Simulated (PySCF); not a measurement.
**Vanadium: a sound run and one with changed settings**

Sound run: V⁺ [Ar] 3d4, V²⁺ [Ar] 3d3. Calculation: PySCF 2.14, in 6-31G* (5s4p2d1f, 34 functions); no relativity, point nucleus. The sound run starts from symmetry-adapted Hartree-Fock orbitals and uses a fine grid where one is needed.

A second run was set up differently.

```
species  method  sound run (hartree)  changed run (hartree)  converged
     V⁺     UHF                  n/a             -942.58021         no
     V⁺    BP86           -943.64723             -943.47922         no
     V⁺    MN15           -943.54198             -943.52371         no
    V²⁺     UHF           -942.08761             -942.08583         no
    V²⁺    BP86           -943.11777             -943.11777         no
    V²⁺    MN15           -943.01703             -943.01677         no
```

(1) What was changed?
A. basis contracted for another Hamiltonian
B. a valence shell is frozen
C. too few SCF iterations
D. all electrons correlated in a valence basis

Results:

(1) C. It used initial guess atom, at most 2 SCF cycles. The SCF was stopped early; the energies are upper bounds that still move, and correlated levels were skipped or rest on poor orbitals.
